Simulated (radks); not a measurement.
The numbers below are computed, except where a source is named.
Br, 35 electrons, occupied as [Ar] 3d10 4s2 4p5. Code: a radial shooting solver on a logarithmic mesh with Libxc functionals. Model: Dirac Kohn-Sham, PBE, spin-unpolarised, spherical densities, finite nucleus; open shells fill j = l - 1/2 first; Fermi nuclear charge, rms radius 4.1629 fm.

Normalised radial functions P(r) = r R(r) (large component), r in bohr:

```
   r/bohr * 3p1/2, o 3d3/2 (the largest magnitude, 1.42, reaches the edge; | marks zero, & curves that meet)
 0.001435                             &
 0.002158                             &
 0.003245                             &
 0.004841                             &
  0.00728                             o*
  0.01095                             o*
  0.01646                             o *
  0.02456                             o   *
  0.03693                             o      *
  0.05554                             |o         *
  0.08352                             |  o           *
   0.1246                             |      o      *
   0.1874                             |  *          o
   0.2818               *             |                    o
   0.4237  *                          |                        o
   0.6321     *                       |                    o
   0.9506                  *          |            o
    1.429                           * |    o
     2.15                             *o
    3.207                             &
    4.823                             &
    7.252                             &
```

3p1/2: eigenvalue -177.99 eV, 1 radial node at r = 0.204 bohr, <r> = 0.557 bohr, 90 % of the charge inside 0.851 bohr. 3d3/2: eigenvalue -67.284 eV, 0 radial nodes, <r> = 0.588 bohr, 90 % of the charge inside 0.969 bohr.
